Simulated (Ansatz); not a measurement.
`[NH2][SnH2][F]`, charge 0, multiplicity 1.

Problem. Give a relaxed structure at PBE0-D4/def2-TZVP (Ansatz). (An estimate is asked.)

Solution. Ansatz gave: 
Z-matrix (Å, degrees):
```
Sn
F 1 1.934
N 1 2.003 2 109.1
H 1 1.697 2 104.6 3 -117.2
H 1 1.697 2 104.6 3 117.2
H 3 1.011 1 114.8 2 63.2
H 3 1.011 1 114.8 2 -63.3
```
Point group Cs.
